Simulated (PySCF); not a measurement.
Compound: C2H9ClSSi3.
SMILES with atom numbers: `[CH3:1][S:2][Si@@H:3]1[CH2:4][SiH2:5][Si@H:6]1[Cl:7]` (hydrogens: H8, H9, H10 on C1; H11 on Si3; H12, H13 on C4; H14, H15 on Si5; H16 on Si6)

Structure used (GFN2-xTB), in Å, numbered top down from 1:
```
atom  x, y, z in Å
C1     3.0514    0.0959    0.2248
S2     1.8141   -0.9130   -0.6453
Si3    0.1664   -0.6534    0.7290
C4    -1.4042   -1.3354   -0.1534
Si5   -2.4657    0.2410   -0.5026
Si6   -0.7755    1.4949    0.5593
Cl7   -1.2488    2.4120    2.3255
H8     3.9428    0.1110   -0.3934
H9     3.2778   -0.3531    1.1873
H10    2.6725    1.1055    0.3567
H11    0.5613   -1.3974    1.9329
H12   -1.9331   -2.0420    0.4831
H13   -1.1628   -1.8853   -1.0605
H14   -3.7961    0.1364    0.1089
H15   -2.6825    0.4545   -1.9363
H16   -0.0251    2.5374   -0.1574
```

Method: TDDFT CAM-B3LYP/def2-SVPD, vertical, gas phase, core orbitals frozen in the response (PySCF 2.14.0, density-fitted response routines).

Excitation energies and transition dipoles (atomic units, axes of the coordinates) of those of the lowest 8 singlets that add 0.02 au or more to the mean polarisability:

```tsv
state	ΔE (hartree)	μx	μy	μz
S1	0.1645	-0.310	0.145	0.073
S2	0.1862	-0.480	0.239	-0.120
S3	0.1971	0.050	0.111	0.128
S4	0.2087	-0.220	0.090	0.237
S5	0.2215	-0.808	0.164	-0.227
S6	0.2280	-0.105	0.013	0.063
S7	0.2293	0.170	-0.436	-0.119
S8	0.2355	-0.145	0.154	-0.138
```

Q: What does each state add to αxx, αyy and αzz, and how do the sums compare with the full static tensor?

A: Each state adds 2 μα² / ΔE.

| state | αxx (au) | αyy (au) | αzz (au) |
| --- | --- | --- | --- |
| S1 | 1.17 | 0.26 | 0.06 |
| S2 | 2.48 | 0.61 | 0.16 |
| S3 | 0.03 | 0.12 | 0.17 |
| S4 | 0.46 | 0.08 | 0.54 |
| S5 | 5.89 | 0.24 | 0.47 |
| S6 | 0.10 | 0.00 | 0.03 |
| S7 | 0.25 | 1.66 | 0.12 |
| S8 | 0.18 | 0.20 | 0.16 |
| all 8 states | 10.6 | 3.2 | 1.7 |
| full response | 163.0 | 135.4 | 126.3 |
| share (%) | 6 | 2 | 1 |

The rest comes from the higher roots of the same response equations.

Q: Give the full tensor and its principal values.

A: In au, rows and columns x, y, z:
```
x   163.0  -7.5   2.5
y    -7.5 135.4  13.1
z     2.5  13.1 126.3
```
Principal values 116.2, 143.7 and 164.9 au; mean 141.6 au (20.98 Å³).

Q: By how much does the contribution of these states grow at 532 nm?

A: With ω = 0.0856 hartree each state's term in the mean polarisability goes from f / ΔE² to f / (ΔE² − ω²), f = (2/3) ΔE |μ|²; the sum over all 8 states goes from 5.15 to 6.25 au, a rise of 1.10 au.

A one-level model with all 42 active electrons at a single energy would need ΔE = √(N/α) = 14.8 eV to give this α, against S1 at 4.48 eV.

One conformer stands for the species.
